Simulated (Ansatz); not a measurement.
Z-matrix (Å, degrees):
```
Si
Si 1 2.319
H 1 1.487 2 107.4
H 1 1.489 2 112.1 3 -119.7
H 1 1.486 2 110.3 3 119.2
C 2 1.851 1 118.1 3 31.9
Sb 2 2.523 1 118.2 3 -36.3
H 2 1.485 1 117.7 3 176.6
H 6 1.086 2 118.1 1 145.8
H 6 1.085 2 120.3 1 0.7
H 7 1.713 2 89.2 1 15.0
```

Total charge 0; spin multiplicity 1. Sb takes the def2 core potential.

Q: List the CAM-B3LYP/def2-TZVPP orbital energies in eV (Ansatz 0.2.0). (Estimate.)

A: The calculation gave: Occupied: -1801.01, -1800.98, -278.86, -157.09, -145.61, -145.59, -108.94, -108.83, -108.81, -100.96, -100.92, -100.91, -100.90, -100.90, -100.90, -36.94, -36.89, -36.87, -36.77, -36.76, -21.40, -17.38, -16.66, -14.96, -13.46, -11.83, -11.43, -11.35, -10.28, -9.56, -8.44, -7.57. Lowest empty: -0.04, 0.32, 1.01, 1.30, 1.94, 2.00, 2.21, 2.58.
